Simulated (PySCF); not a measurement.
```xyz
9

C     -1.1761     0.1185    -0.0244
O     -0.1071    -0.9065     0.0462
C      1.1177    -0.6057     0.0494
O      1.6341     0.5634    -0.0036
H     -2.0917    -0.4623    -0.0116
H     -1.1035     0.7547     0.8574
H     -1.0712     0.6635    -0.9622
H      1.8241    -1.4308     0.1030
H      1.0031     1.3091    -0.0514
```

Charge 1, multiplicity 1.

**Question.** Give the Mulliken and meta-Löwdin atomic charges from TPSSh-D3(BJ)/def2-TZVP (PySCF).

**Answer.** 
```json
[
 {"atom": "C1", "Mulliken (e)": "-0.30", "meta-Löwdin (e)": "-0.13"},
 {"atom": "O2", "Mulliken (e)": "-0.05", "meta-Löwdin (e)": "-0.18"},
 {"atom": "C3", "Mulliken (e)": "0.30", "meta-Löwdin (e)": "0.49"},
 {"atom": "O4", "Mulliken (e)": "-0.19", "meta-Löwdin (e)": "-0.29"},
 {"atom": "H5", "Mulliken (e)": "0.22", "meta-Löwdin (e)": "0.19"},
 {"atom": "H6", "Mulliken (e)": "0.20", "meta-Löwdin (e)": "0.16"},
 {"atom": "H7", "Mulliken (e)": "0.20", "meta-Löwdin (e)": "0.15"},
 {"atom": "H8", "Mulliken (e)": "0.24", "meta-Löwdin (e)": "0.21"},
 {"atom": "H9", "Mulliken (e)": "0.38", "meta-Löwdin (e)": "0.40"}
]
```
